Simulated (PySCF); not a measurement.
## Mayer bond orders and bond lengths

C5H6N2Si.
Atom-mapped SMILES: `[N:1]#[C:2][c:3]1[cH:4][cH:5][n:6]([SiH3:7])[cH:8]1` (hydrogens: H9 on C4; H10 on C5; H11, H12, H13 on Si7; H14 on C8)

Cartesian coordinates in Å at the PBE0-D3(BJ)/def2-SVP level; atoms count from 1:
```
atom  x, y, z in Å
N1    -2.9665    2.2366    1.2037
C2    -2.0950    1.5176    0.9398
C3    -1.0319    0.6329    0.6160
C4    -1.1343   -0.6402   -0.0307
C5     0.1410   -1.1284   -0.1386
N6     1.0253   -0.2184    0.4098
Si7    2.7904   -0.4280    0.5460
C8     0.3105    0.8542    0.8713
H9    -2.0495   -1.1189   -0.3712
H10    0.4947   -2.0625   -0.5713
H11    3.3142    0.8795    1.0198
H12    3.0939   -1.5137    1.5186
H13    3.3245   -0.7856   -0.7960
H14    0.7913    1.7058    1.3474
```

Bond orders from the PBE0/pcSseg-1 density (PySCF). Isolated species at its PBE0-D3(BJ)/def2-SVP geometry, gas phase.

(1) How far do the computed orders between heavy atoms stray from the drawn ones?

(2) Give the Mayer order of every bond, beside its length.

## Answers

(1) The largest departure is 0.397, at C5–N6 (drawn aromatic, 1.103), counting aromatic bonds as 1.5. Drawn single, order below 0.88: N6–Si7 (0.790). The bonds drawn aromatic range from 1.10 to 1.57.

(2) 
```csv
bond,drawn as,length (Å),Mayer order
N1–C2,triple,1.160,3.025
C2–C3,single,1.420,1.016
C3–C4,aromatic,1.432,1.293
C4–C5,aromatic,1.370,1.568
C5–N6,aromatic,1.382,1.103
N6–Si7,single,1.783,0.790
N6–C8,aromatic,1.369,1.135
C8–C3,aromatic,1.384,1.452
C4–H9,single,1.087,0.997
C5–H10,single,1.089,0.960
Si7–H11,single,1.486,0.948
Si7–H12,single,1.489,0.934
Si7–H13,single,1.488,0.939
C8–H14,single,1.088,0.976
```

Bonds between the same two heavy elements. C–N: lowest C5–N6 (1.103, 1.382 Å), highest N1–C2 (3.025, 1.160 Å). C–C: lowest C2–C3 (1.016, 1.420 Å), highest C4–C5 (1.568, 1.370 Å); in 1 of the 6 pairs the longer bond (by over 0.003 Å) has the higher order (by 0.02 or more).

**Question.** Sum the orders of all bonds at each heavy atom with more than one neighbour and set the sums beside the valence in the SMILES.

**Answer.** C2 4.041 (drawn 4), C3 3.761 (drawn 4), C4 3.858 (drawn 4), C5 3.631 (drawn 4), N6 3.028 (drawn 3), Si7 3.611 (drawn 4), C8 3.563 (drawn 4). Orders between atoms that aren't bonded are not in these sums.

For a closed shell the Mayer order of atoms A and B is Σ (PS)μν (PS)νμ over the basis functions μ on A and ν on B, with P the density and S the overlap matrix.
